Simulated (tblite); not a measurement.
A tight-binding relaxation on `CCNB(N)[SiH2]N[SiH3]`.

Computed with GFN2-xTB geometry optimisation, gas phase (tblite 0.8.0). Start geometry: from a force field or distance geometry. The input is one job of a driver script: a line of settings, then coordinates in Å.

Command:
```bash
OMP_NUM_THREADS=1 python probes_run.py task.json out
```

Input:
```
{"job": {"kind": "relax", "xc": "GFN2-xTB", "basis": "xTB"}, "charge": 0, "multiplicity": 1}
C     -2.195100    -0.507200     1.993100
C     -1.722400     0.295000     0.778900
N     -1.066000    -0.613100    -0.170700
B     -0.411700     0.201500    -1.301400
N     -1.247000     1.097400    -2.181500
Si     1.496400     0.012900    -1.601600
N      2.206800    -1.182100    -0.470400
Si     2.504900    -0.366100     1.107000
H     -2.669200     0.178400     2.730700
H     -2.958500    -1.260800     1.682400
H     -1.351100    -1.021800     2.478300
H     -2.590900     0.804200     0.323600
H     -1.001200     1.059600     1.161000
H     -1.810900    -1.199900    -0.623200
H     -0.845700     2.068700    -2.116900
H     -1.109900     0.776200    -3.160000
H      1.702300    -0.455700    -2.973400
H      2.159100     1.315900    -1.454500
H      3.144000    -1.436600    -0.841400
H      3.351500     0.816900     0.911400
H      1.218800     0.030700     1.717000
H      3.185300    -1.299300     2.010500
```

Output:
```
step      E/eV     max force
  0    -677.01834    2.156
  1    -677.26154    1.357
  2    -677.38268    0.693
  3    -677.41557    0.451
  4    -677.45702    0.428
  5    -677.47800    0.415
  6    -677.51939    0.539
  7    -677.54560    0.498
  8    -677.57175    0.348
  9    -677.59126    0.379
... (237 lines left out)
247    -679.43552    0.029
248    -679.43562    0.018
249    -679.43571    0.015
250    -679.43578    0.012
251    -679.43581    0.013
252    -679.43585    0.012
253    -679.43588    0.011
254    -679.43591    0.011
255    -679.43593    0.010
256    -679.43595    0.009
```

«max force» is the largest atomic force in eV/Å.

Q: From which step on does the largest force stay under 0.1 eV/Å, and how much energy is left to gain from there?

A: From step 177 (0.051 eV/Å), 11.8 meV above the end.

In short: energy lowered by 55.8 kcal/mol over 256 steps; largest atomic force 0.009 eV/Å at the end.

Q: Where do the atoms end?

A: 1.099 Å rms from the input after alignment:
```
atom  x, y, z in Å
C1    -2.6927   -0.7246    1.3647
C2    -1.7649    0.4619    1.0929
N3    -0.6165    0.0804    0.3051
B4    -0.2993    0.3565   -1.0361
N5    -1.1740    1.1229   -1.8294
Si6    1.3553   -0.3490   -1.8103
N7     2.4969   -0.7868   -0.5504
Si8    2.8541   -0.0721    0.9745
H9    -3.5468   -0.4115    1.9602
H10   -3.0515   -1.1413    0.4264
H11   -2.1592   -1.5034    1.9052
H12   -2.3174    1.2406    0.5626
H13   -1.4308    0.8842    2.0502
H14    0.0135   -0.5105    0.8252
H15   -2.0512    1.4994   -1.5127
H16   -0.9759    1.3601   -2.7839
H17    1.2565   -1.6088   -2.5900
H18    2.0777    0.5474   -2.7538
H19    3.1585   -1.4916   -0.8331
H20    4.3084    0.0065    1.1460
H21    2.2502    1.2587    1.0266
H22    2.2988   -0.9044    2.0594
```

The run took 2.5 s on one thread, Arm Neoverse V1 (aarch64), shared host with 32 logical CPUs at a one-minute load of 26.
Labels such as C1 count atoms from 1, the log's own numbers from 0.
